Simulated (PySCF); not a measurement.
**How the method changes the constants of TlN**

State: ³Σ⁻ (triplet), unpaired electrons π ↑↑. Set-up: PySCF, scalar-relativistic core potentials, basis sets Tl aug-cc-pVDZ-PP with ECP60, N aug-cc-pVDZ. De refers to Tl + N in their high-spin ground configurations, without counterpoise correction. The functionals are run spin-unrestricted. A positive dipole means Tl(−)N(+).

| Level | Re (Å) | ωe (cm⁻¹) | De (eV) | μ (D) | CPU s a point (SCF and correlation, without the integrals) |
| --- | --- | --- | --- | --- | --- |
| ROHF | 2.309 | 430 | -0.121 | -3.60 | 0.16 |
| ROHF-MP2 | 2.318 | 417 | 1.21 | n/a | 0.28 |
| ROHF-SCS-MP2 | 2.330 | 408 | 1.22 | n/a | n/a |
| ROHF-CCSD | 2.341 | 393 | 1.18 | n/a | n/a |
| ROHF-CCSD(T) | 2.352 | 383 | 1.30 | n/a | 14 |
| PBE | 2.361 | 381 | 2.00 | -3.19 | 0.73 |
| r²SCAN | 2.339 | 392 | 1.63 | -3.14 | 1 |
| r²SCANh | 2.331 | 397 | 1.53 | -3.18 | 1.1 |
| PBE0 | 2.329 | 401 | 1.65 | -3.29 | 1.2 |
| MN15 | 2.314 | 405 | 1.58 | -3.28 | 1.2 |
| BHandHLYP | 2.323 | 407 | 1.38 | -3.49 | 0.61 |
| CAM-B3LYP | 2.319 | 409 | 1.67 | -3.42 | 1.3 |

Q: Which functional lies closest to ROHF-CCSD(T) in De, which farthest, and by how much do they differ from it?

A: Closest is BHandHLYP (-2.9 pm in Re, +6.3 % in ωe, +0.08 eV in De against ROHF-CCSD(T) in the same basis), farthest PBE (+0.9 pm in Re, -0.5 % in ωe, +0.70 eV in De). CCSD(T) converges more slowly with the basis than the functionals do and binds too weakly in this one, so the order can change at the basis-set limit.

Q: What does the step from GGA to meta-GGA do here, going from PBE to r²SCAN?

A: r²SCAN less PBE: -2.2 pm in Re, +2.9 % in ωe, -0.37 eV in De. 

Q: What does the triples do here, going from ROHF-CCSD to ROHF-CCSD(T)?

A: ROHF-CCSD(T) less ROHF-CCSD: +1.1 pm in Re, -2.5 % in ωe, +0.12 eV in De. Correlation nearly always deepens the well. The bond lengthens, as in strong covalent bonds, where excitations into antibonding orbitals dominate.

Correlated steps freeze 5 core orbitals. Correlated levels converge slowly with the basis: in double zeta they bind strong bonds too weakly, by up to about 1 eV, and carry superposition errors of some tenths. Spin–orbit coupling is left out, which matters for elements this heavy, above all for dissociation energies. A negative De means that the minimum lies above the separated atoms at that level. The state was picked by a PBE0 search and need not be the measured ground state.

The whole job (state search and all levels along the bond) took about 3.8 min on 1 thread of Arm Neoverse V1 (shared host), peak memory 0.74 GiB.
